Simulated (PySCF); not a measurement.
These are PBE-D3(BJ)/def2-TZVP // PBE-D3(BJ)/def2-SVP (PySCF) values and carry that method's errors. Isolated molecules, 0 K electronic values unless said otherwise. One relaxed conformer stands for a flexible species; it need not be the lowest. 

Reference species: [Zr(Cl)3(OH)] (neutral, multiplicity 1).

The coordination number is 4 and the mean distance from the central atom to its bonded neighbours is 2.238 Å. The LUMO is -2.86 eV. The HOMO is -7.92 eV.

After one change: the coordination number hardly moves; the mean distance from the central atom to its bonded neighbours falls by 0.197 Å; the LUMO goes up by 1.75 eV; the HOMO rises by 0.82 eV.

Task: Which change was made? The new species is one of these.
(A) [Zr(Cl)2(OH)2]
(B) [Zr(OH)4]
(C) [Zr(Cl)4]
(D) [Zr(Cl)(OH)3]

Result: D, [Zr(Cl)(OH)3]
